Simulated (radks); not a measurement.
Numerical settings for the ruthenium ion Ru3+, [Kr] 4d5. Calculated with a radial shooting solver on a logarithmic mesh with Libxc functionals: Dirac Kohn-Sham, PBEsol, spin-unpolarised, spherical densities, finite nucleus; open shells fill j = l - 1/2 first; Fermi nuclear charge, rms radius 4.4809 fm. The defaults (mesh step 0.008 in ln r, mesh end at 40 bohr or more with all orbitals vanishing there, Anderson mixing 0.5 over 9 steps, residual threshold near 1e-9 with the energy settled to 1e-9 hartree or 1e-11 of itself, here a cap of 75 iterations) give E = -4527.1144 hartree and 4d5/2 at -37.074 eV in 14 iterations. Run on one thread of a shared host, so times are rough (Arm Neoverse N1): 0.14 s of CPU time, 0.14 s wall, 14 iterations on 2189 mesh points. Changes against that run (0 stands for a change within the tolerance of the run):

| setting | iterations | converged | E (mhartree) | e(4d5/2) (meV) | CPU (s) |
|---|---|---|---|---|---|
| mesh step in ln r 0.03 | 14 | yes | +0.000673 | 0 | 0.05 |
| mesh step in ln r 0.012 | 14 | yes | 0 | 0 | 0.1 |
| mesh step in ln r 0.12 | 2 | no | diverged | - | 0.01 |
| mesh end (bohr) 400 | 14 | yes | 0 | 0 | 0.15 |
| mesh end (bohr) 12 | 14 | yes | 0 | 0 | 0.14 |
| residual threshold 0.1 | 9 | yes | 0 | -0.14 | 0.11 |
| residual threshold 1e-16 | 75 | no | 0 | 0 | 0.4 |
| mixing 0.05 | 18 | yes | 0 | 0 | 0.17 |
| linear mixing, mixing 1 | 75 | no | +0.00116 | -12.1 | 0.72 |
| linear mixing, mixing 0.8 | 34 | yes | 0 | 0 | 0.29 |
| mixing history 3 | 17 | yes | 0 | 0 | 0.16 |
| iteration cap 3 | 3 | no | +17.3 | -810 | 0.04 |

No run marked as converged misses the energy by more than 1 mhartree. A mesh that ends early acts as a hard wall.
